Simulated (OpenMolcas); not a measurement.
**What dynamic correlation does to the levels of Ni**

```
Program             : OpenMolcas
Basis               : ANO-RCC-VDZP [5s4p2d1f]
Scalar Hamiltonian  : DKH2, point nucleus
Active space        : 10 electrons in 9 orbitals (RAS2 3d 4s; RAS3 4p, at most 2 electrons)
State averaging     : 2S+1 = 3 even, 15 roots; 2S+1 = 1 even, 19 roots kept (CI in the orbitals of an earlier block); 2S+1 = 3 odd, 21 roots; 2S+1 = 5 odd, 21 roots kept (CI in the orbitals of an earlier block); 2S+1 = 1 odd, 16 roots kept (CI in the orbitals of an earlier block)
Spin-orbit coupling : RASSI with atomic mean-field integrals over the reference wave functions, term energies averaged over their components
```

Methods on the same reference wave functions:
A. RASSCF
B. SS-RASPT2, IPEA 0.25 Eh, imaginary shift 0.1 Eh (closed shells correlated: 3s 3p)
C. MS-RASPT2, IPEA 0.25 Eh, imaginary shift 0.1 Eh (closed shells correlated: 3s 3p)

Energies in cm-1 above 3d8 4s2 3F4.

```json
{"Level": "3d8 4s2 3F4", "A": "0.0", "B": "0.0", "C": "0.0"}
{"Level": "3d8 4s2 3F3", "A": "1302", "B": "1303", "C": "1303"}
{"Level": "3d8 4s2 3F2", "A": "2194", "B": "2180", "C": "2180"}
{"Level": "3d8 4s2 1D2", "A": "15842", "B": "13020", "C": "13470"}
{"Level": "3d8 4s2 3P2", "A": "19334", "B": "16930", "C": "16960"}
{"Level": "3d8 4s2 3P1", "A": "19710", "B": "17340", "C": "17340"}
{"Level": "3d8 4s2 3P0", "A": "20031", "B": "17660", "C": "17660"}
{"Level": "3d8 4s 4p 5D* 4", "A": "24517", "B": "30730", "C": "30730"}
{"Level": "3d8 4s2 1G4", "A": "24743", "B": "23630", "C": "23630"}
{"Level": "3d9 4s 3D3", "A": "25145", "B": "1207", "C": "1207"}
{"Level": "3d9 4s 3D2", "A": "25910", "B": "1878", "C": "1809"}
{"Level": "3d9 4s 3D1", "A": "26741", "B": "2800", "C": "2800"}
{"Level": "3d9 4s 1D2", "A": "29291", "B": "4320", "C": "3910"}
```

Between B and C the level of the table that moves most is 3d8 4s2 1D2, by 450 cm-1 (lowest in B, highest in C). Moves below CASPT2's spread within the term are not significant.

From A to B the spin-free energies of the other terms of 3d8 4s2 shown, above 3F, scale by factors of 0.81 to 0.95, as is usual when dynamic correlation screens the repulsion within a d or f shell.

The lowest spin-free term lies below A's lowest term by 0.526 hartree in B, 0.526 hartree in C.

CASPT2 breaks the degeneracy within a term, and the mean is taken; among the terms shown or strongly mixed into the levels shown the widest spread is 1400 cm-1 (3d8 4s2 1G, C). Over all roots computed the reference weight is 0.85 to 0.93 in B, 0.85 to 0.93 in C; the roots of lowest weight are the least certain, and an intruder state may touch them. Terms from blocks run as CI alone lack orbitals of their own. A single d shell beside an s shell can misplace configurations of different d count against each other. Without dynamic correlation excited terms often stand tens of per cent too high (terms of higher spin than the ground term too low), and those without a measured partner can miss by more than the paired ones (holds for A). The CASPT2 spread within a term exceeds the gap to the next term for 3d8 4s2 3F and 3d9 4s 3D, so the order of their levels is uncertain, and so are names and mixing where such terms share a J (holds for B; C). Only configurations of the active space appear. Levels that lie high or do not pair safely by name in every column are left out.

* marks odd parity.
